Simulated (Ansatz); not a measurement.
```yaml
crystal:
  periodic: [false, false, false]
  atoms:
    - {symbol: F, position_ang: [0.488283, -1.620183, 0.376349]}
    - {symbol: C, position_ang: [1.037999, -0.504279, -0.125017]}
    - {symbol: F, position_ang: [1.872655, -0.028733, 0.805586]}
    - {symbol: F, position_ang: [1.758977, -0.844503, -1.184414]}
    - {symbol: O, position_ang: [0.121291, 0.395446, -0.473855]}
    - {symbol: Si, position_ang: [-1.225456, 0.887806, 0.403611]}
    - {symbol: H, position_ang: [-2.134977, -0.272260, 0.605714]}
    - {symbol: H, position_ang: [-1.826671, 1.929504, -0.463775]}
basis:
  gaussian: {orbitals: def2-SVP}
magnetization: {spin_polarized: true, initial_magnetization: 1}
hamiltonian: {xc: {name: HF}}
correlation: {method: mp2, frozen_orbitals: {F: 0}}
accuracy: high
output: {forces: true}
```

```sh
$ ansatz run in.yaml --threads 2 --pin off --events-out ev --progress --plain --max-ram 20480MiB --backend cpu
```

**Question.** How does Ansatz answer? (Best estimate.)

**Answer.** Computed: The program refused the input.
```
Functional definition: HF
Error: "frozen_orbitals" has no count for C
```
